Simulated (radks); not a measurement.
These are the eigenvalues of the occupied orbitals of an atom or ion with whole-number occupations (hartree). All-electron calculation, non-relativistic Kohn-Sham, LDA (Slater exchange, Perdew-Wang correlation), spin-unpolarised, spherical densities, point nucleus. Program: a radial shooting solver on a logarithmic mesh with Libxc functionals.

orbital  eigenvalue
1s        -275.6167
2s        -32.37970
2p        -28.15205
3s         -3.65165
3p         -2.38812
3d         -0.32223
4s         -0.20452

Which element is it, and in what charge state? The configuration may be excited.

Answer. Z = 27, cobalt, charge 0: Co in [Ar] 3d7 4s2. The list shows which subshells hold electrons but not how many an open one holds; the 1s level, -275.62 hartree, gives Z - s = 23.5 by -(Z - s)^2/2, which with screening narrows Z to a few neighbours, and the depths of the outer levels then fix element, charge and occupations together.
